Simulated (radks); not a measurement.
Values are calculated unless marked as measured or tabulated.
Numerical settings for the palladium ion Pd31+, [Ne] 3s2 3p3. Code: a radial shooting solver on a logarithmic mesh with Libxc functionals. Model: Dirac Kohn-Sham, PBE, spin-unpolarised, spherical densities, finite nucleus; open shells fill j = l - 1/2 first; Fermi nuclear charge, rms radius 4.5318 fm. The defaults (mesh step 0.008 in ln r, mesh end at 40 bohr or more with all orbitals vanishing there, Anderson mixing 0.5 over 9 steps, residual threshold near 1e-9 with the energy settled to 1e-9 hartree or 1e-11 of itself, here a cap of 98 iterations) give E = -4319.8502 hartree and 3p3/2 at -1819.2 eV in 14 iterations. Run on one thread of a shared host, so times are rough (Arm Neoverse N1): 0.08 s of CPU time, 0.08 s wall, 14 iterations on 2189 mesh points. Changes against that run (0 stands for a change within the tolerance of the run):

mesh step in ln r 0.003: iterations 16; converged yes; E (mhartree) 0; e(3p3/2) (meV) 0; CPU (s) 0.2
mesh step in ln r 0.2: iterations 98; converged no; E (mhartree) diverged; CPU (s) 0.24
mesh step in ln r 0.012: iterations 13; converged yes; E (mhartree) 0; e(3p3/2) (meV) 0; CPU (s) 0.05
mesh end (bohr) 8: iterations 14; converged yes; E (mhartree) 0; e(3p3/2) (meV) 0; CPU (s) 0.08
mesh end (bohr) 3: iterations 14; converged yes; E (mhartree) 0; e(3p3/2) (meV) 0; CPU (s) 0.07
residual threshold 0.001: iterations 7; converged yes; E (mhartree) 0; e(3p3/2) (meV) +0.0928; CPU (s) 0.05
residual threshold 1e-05: iterations 8; converged yes; E (mhartree) 0; e(3p3/2) (meV) +0.0711; CPU (s) 0.06
mixing 0.01: iterations 22; converged yes; E (mhartree) 0; e(3p3/2) (meV) 0; CPU (s) 0.11
linear mixing, mixing 1: iterations 98; converged no; E (mhartree) 0; e(3p3/2) (meV) 0; CPU (s) 0.26
linear mixing, mixing 0.2: iterations 94; converged yes; E (mhartree) 0; e(3p3/2) (meV) 0; CPU (s) 0.37
mixing history 3: iterations 14; converged yes; E (mhartree) 0; e(3p3/2) (meV) 0; CPU (s) 0.08
iteration cap 3: iterations 3; converged no; E (mhartree) +1.57; e(3p3/2) (meV) -5.04e+03; CPU (s) 0.02

No run marked as converged misses the energy by more than 1 mhartree. A mesh that ends early acts as a hard wall.
